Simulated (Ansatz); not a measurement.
Reaction (redistribution): `[OH][Al]([SiH3])[Cl]` + `C[CH]1[CH2][GeH2]1` → `[CH3][Al]([OH])[SiH3]` + `Cl[CH]1[CH2][GeH2]1`

Isolated molecules relaxed with PBE0-D4/def2-TZVP in Ansatz; ΔE leaves out vibrations. CCSD(T)/CBS adds triple-zeta CCSD(T) − MP2 to the extrapolated MP2 energy (def2 sets, frozen cores). Functionals use def2-TZVPP. B3LYP here is the variant with VWN-RPA as its local correlation; programs differ in this. For Ge outer-core shells are correlated without core-valence functions, which leaves a few kJ/mol of doubt a bond. Scalar relativity is left out up to krypton. One conformer a species, not always the lowest.

```tsv
species	B3LYP-D4 energy (Eh)
`[OH][Al]([SiH3])[Cl]`	-1070.01887
`C[CH]1[CH2][GeH2]1`	-2196.19558
`[CH3][Al]([OH])[SiH3]`	-649.65486
`Cl[CH]1[CH2][GeH2]1`	-2616.48604
```

(1) Work out ΔE.

Largest T1 diagnostic among the species: 0.013.

## Answers

(1) ΔE = (-649.65486) + (-2616.48604) − (-1070.01887) − (-2196.19558) = 0.07355 Eh = +2.00 eV. CCSD(T)/CBS gives +2.07 eV.

In def2-TZVPP, CCSD(T) changes the Hartree–Fock value by −0.16 eV (the triples alone add −0.03 eV) and MP2 by −0.11 eV. From PBE to PBE0 (25 % exact exchange), in def2-TZVPP and without D4, ΔE moves by +0.10 eV.
